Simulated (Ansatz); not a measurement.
`[F][Sn]([F])([F])[GeH3]` + CH₃OH → `C[O][Sn]([F])([F])[GeH3]` + H–F at 400 K and 1 bar (ligand exchange at the Sn–F bond).

Program: Ansatz. Geometries: PBE0-D4/def2-TZVP. ΔE: electronic, gas phase. CBS: MP2 limit from def2 TZ/QZ plus the TZ coupled-cluster correction, frozen cores. This one scheme is used for every species. Elements past krypton have def2 core potentials. For Ge, Sn outer-core shells are correlated without core-valence functions, which leaves a few kJ/mol of doubt a bond. Scalar relativity is left out up to krypton. Each species was taken in one conformer, which may not be the lowest.

```json
{"species": "`[F][Sn]([F])([F])[GeH3]`", "CCSD(T)/CBS energy (Eh)": "-2591.43115", "H − E (kJ/mol)": "115.4", "S (J/(mol·K))": "434.4"}
{"species": "CH₃OH", "CCSD(T)/CBS energy (Eh)": "-115.61712", "H − E (kJ/mol)": "151.2", "S (J/(mol·K))": "252.6"}
{"species": "`C[O][Sn]([F])([F])[GeH3]`", "CCSD(T)/CBS energy (Eh)": "-2606.64402", "H − E (kJ/mol)": "228.6", "S (J/(mol·K))": "508.4"}
{"species": "H–F", "CCSD(T)/CBS energy (Eh)": "-100.39570", "H − E (kJ/mol)": "36.5", "S (J/(mol·K))": "182.2"}
```

H − E and S are ideal-gas, rigid-rotor, harmonic terms from PBE0-D4/def2-TZVP, for one conformer and one mirror image of each species. 1 Eh = 2625.50 kJ/mol, R = 8.31446 J/(mol·K).

Task: By hand: ΔE, ΔH, ΔS and ΔG.

Result: ΔE = (-2606.64402) + (-100.39570) − (-2591.43115) − (-115.61712) = 0.00855 Eh = 22.4 kJ/mol. Δ(H − E) = 228.6 + 36.5 − 115.4 − 151.2 = -1.5, so ΔH = 20.9 kJ/mol. ΔS = 508.4 + 182.2 − 434.4 − 252.6 = 3.6 J/(mol·K). ΔG = 20.9 − 400 × (3.6)/1000 = 19.5 kJ/mol.

Task: By hand: the equilibrium constant, and the temperature at which ΔG would vanish if ΔH and ΔS stayed fixed.

Result: log₁₀ K = −ΔG/(RT ln 10) = -2.5. ΔG = 0 at ΔH/ΔS = 5806 K, far beyond where these terms or the molecules hold.

The number of gas molecules stays the same, so ΔS is small and ΔH decides. A doubt of 5 kJ/mol in ΔE shifts log₁₀ K by 0.7 here. Other conformers and mirror images would add mixing entropy, several J/(mol·K) or more a flexible species. Modes under 60 cm⁻¹, often nearly free rotors, make the harmonic entropy too high. These are equilibria of isolated gas molecules and say nothing of rates. Largest T1 diagnostic: 0.014 (customary marks: 0.02 for closed shells, 0.045 for open ones).
